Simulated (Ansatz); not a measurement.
`[OH][Zn][OH]` at its PBE0-D4/def2-TZVP geometry, where that method's forces vanish. The species carries charge 0 and has multiplicity 1.

```xyz
5

O     0.2553   -1.6446   -0.6373
Zn    0.1590    0.0231   -0.0662
O     0.2161    1.7132    0.4411
H    -0.0461   -2.3056   -0.0116
H    -0.5842    2.2140    0.2740
```

What forces (eV/Å) does ωB97M-V/def2-TZVPP give on these atoms in Ansatz? (An estimate is asked.)

Ansatz gave: 
```
O1  -0.037 -0.108  0.046
Zn2  0.034  0.005 -0.014
O3  -0.083  0.091  0.004
H4   0.025  0.021 -0.056
H5   0.061 -0.008  0.021
```
